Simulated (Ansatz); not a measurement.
`[SiH3][SiH2][SnH3]` → `[SiH3][SnH3]` + `[SiH2]` at 298.15 K and 1 bar (silylene loss).

Isolated molecules relaxed with PBE0-D4/def2-TZVP in Ansatz; ΔE leaves out vibrations. CBS: MP2 limit from def2 TZ/QZ plus the TZ coupled-cluster correction, frozen cores. This one scheme is used for every species. def2 core potentials past Kr. For Sn outer-core shells are correlated without core-valence functions, which leaves a few kJ/mol of doubt a bond.

```csv
species,CCSD(T)/CBS energy (Eh),H − E (kJ/mol),S (J/(mol·K))
`[SiH3][SiH2][SnH3]`,-796.96755,186.1,381.5
`[SiH3][SnH3]`,-506.68362,133.9,307.2
`[SiH2]`,-290.19011,40.6,207.5
```

H − E and S are ideal-gas, rigid-rotor, harmonic terms from PBE0-D4/def2-TZVP. 1 Eh = 2625.50 kJ/mol, R = 8.31446 J/(mol·K).

Question: By hand: ΔE, ΔH, ΔS and ΔG.

Answer: ΔE = (-506.68362) + (-290.19011) − (-796.96755) = 0.09382 Eh = 246.3 kJ/mol. Δ(H − E) = 133.9 + 40.6 − 186.1 = -11.6, so ΔH = 234.7 kJ/mol. ΔS = 307.2 + 207.5 − 381.5 = 133.2 J/(mol·K). ΔG = 234.7 − 298.15 × (133.2)/1000 = 195.0 kJ/mol.

Question: By hand: the equilibrium constant, and the temperature at which ΔG would vanish if ΔH and ΔS stayed fixed.

Answer: log₁₀ K = −ΔG/(RT ln 10) = -34.2. ΔG = 0 at ΔH/ΔS = 1762 K.

The number of gas molecules changes by +1, which sets the sign of ΔS. A doubt of 5 kJ/mol in ΔE shifts log₁₀ K by 0.9 here. Modes under 60 cm⁻¹, often nearly free rotors, make the harmonic entropy too high. These are equilibria of isolated gas molecules and say nothing of rates. Largest T1 diagnostic: 0.014 (customary marks: 0.02 for closed shells, 0.045 for open ones).
